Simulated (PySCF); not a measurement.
Adding and removing an electron: PbH

BHandHLYP; PySCF, scalar-relativistic core potentials, basis sets H aug-cc-pVDZ, Pb aug-cc-pVDZ-PP with ECP60. Neutral (UKS): doublet (π ↑), Re = 1.850 Å, ωe = 1627 cm⁻¹, De = 2.43 eV, HOMO -5.41 eV, LUMO -2.19 eV.

PbH⁺ (UKS): singlet (closed shell), Re = 1.828 Å, ωe = 1763 cm⁻¹. The energies at the minima are -193.30473 hartree for PbH and -193.05250 for PbH⁺.

Problem. Work out the adiabatic ionisation energy, without and with harmonic zero-point energies (1 hartree = 27.2114 eV, 1 eV = 8065.5 cm⁻¹), and the change of the bond length.

Solution. At BHandHLYP: 0.25223 hartree = 6.864 eV between the minima; the zero-point term (1763.0 − 1627.0)/2 cm⁻¹ = +0.008 eV makes it 6.872 eV. Re changes by -2.2 pm against the neutral. The electron leaves a π orbital, which is non-bonding in a hydride.

Spin–orbit coupling is left out, which matters for elements this heavy, above all for dissociation energies. States were picked by a PBE0 search and need not be the measured ground states.
